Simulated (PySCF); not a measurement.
Run record for `C=C[C@H](F)[Se]CF`: PBE0/def2-SVPD, full TDDFT, 1 singlet.

Method: TDDFT PBE0/def2-SVPD, vertical, gas phase, core orbitals frozen in the response (PySCF 2.14.0, density-fitted response routines). Geometry: GFN2-xTB. The command runs a driver script over a list of jobs; the input below is this job's line of settings and its coordinates in Å.

Command:
```bash
OMP_NUM_THREADS=1 python probes_run.py task.json out
```

Input:
```
{"job": {"kind": "uv", "xc": "PBE0", "basis": "def2-SVPD", "nstates": 1, "ntriplets": 0, "tda": false}, "charge": 0, "multiplicity": 1}
C     -2.364962     1.047640    -0.112388
C     -1.713112    -0.030002     0.287999
C     -0.353127    -0.381723    -0.183862
F     -0.174609    -1.734278    -0.247199
Se     1.039407     0.313343     1.094352
C      2.557117    -0.335808     0.028310
F      2.653911     0.361400    -1.132580
H     -3.344588     1.284931     0.262684
H     -1.939336     1.734375    -0.825396
H     -2.134682    -0.720871     1.004947
H     -0.104327     0.034722    -1.166608
H      3.472932    -0.182841     0.604945
H      2.400987    -1.390402    -0.216675
```

Output:
```
coarse grid: 53488 points
cycle   1  E = -2755.9635848357  dE = -1.976e-01  |g| = 6.020e-01  |ddm| = 5.234e+00
cycle   2  E = -2755.9004283946  dE =  6.316e-02  |g| = 8.651e-01  |ddm| = 1.459e+00
cycle   3  E = -2756.0305448901  dE = -1.301e-01  |g| = 7.404e-02  |ddm| = 8.104e-01
cycle   4  E = -2756.0314401297  dE = -8.952e-04  |g| = 3.404e-02  |ddm| = 1.470e-01
cycle   5  E = -2756.0317144745  dE = -2.743e-04  |g| = 1.143e-02  |ddm| = 6.339e-02
cycle   6  E = -2756.0317429521  dE = -2.848e-05  |g| = 3.663e-03  |ddm| = 1.902e-02
cycle   7  E = -2756.0317462489  dE = -3.297e-06  |g| = 6.423e-04  |ddm| = 5.775e-03
final grid: 113352 points
cycle   8  E = -2756.0316965940  dE =  3.504e-08  |g| = 8.901e-04  |ddm| = 8.703e-03
cycle   9  E = -2756.0316963081  dE =  2.858e-07  |g| = 1.372e-03  |ddm| = 3.066e-03
cycle  10  E = -2756.0316967854  dE = -4.773e-07  |g| = 1.204e-04  |ddm| = 1.900e-03
cycle  11  E = -2756.0316967891  dE = -3.656e-09  |g| = 1.982e-05  |ddm| = 1.831e-04
cycle  12  E = -2756.0316967892  dE = -1.191e-10  |g| = 4.816e-06  |ddm| = 4.045e-05
converged SCF energy = -2756.0316967892

Static polarisability (au): isotropic 82.035, principal 69.818 70.454 105.832

Singlet excitations
state   eV       nm        f      main configurations
  1   4.6771    265.1   0.00133   H->L 0.79, H->L+1 0.20
```

The SCF starts on a coarse grid where the log names one; the energy can jump when the final grid takes over, and dE then counts from the start density on the new grid. H and L stand for HOMO and LUMO; the number after each pair is its weight.

Task: Give S1 in cm⁻¹ and kJ/mol.

Result: 4.6771 eV × 8065.54 = 37723 cm⁻¹; × 96.485 = 451.3 kJ/mol.

Task: Give the mean polarisability as a volume in Å³, and the ratio of the largest to the smallest principal value.

Result: 82.035 au × 0.148185 = 12.16 Å³; 105.832/69.818 = 1.52.

In short: SCF converged in 12 cycles with 215 basis and 877 fitting functions; HOMO -6.86 eV, LUMO -0.90 eV; lowest singlet 4.68 eV; mean polarisability 82.0 au.

 Relativistic effects, spin–orbit coupling among them, are left out although an element past zinc is present.

Hardware: an Arm Neoverse V1 with one thread (shared host). Cost: 26 s of wall time, 0.83 GiB resident at most.

The values belong to the conformer `[CH2:1]=[CH:2][C@H:3]([F:4])[Se:5][CH2:6][F:7]`: C1–C2–C3–F4 -148°, C2–C3–Se5–C6 -178°, C3–Se5–C6–F7 68°.
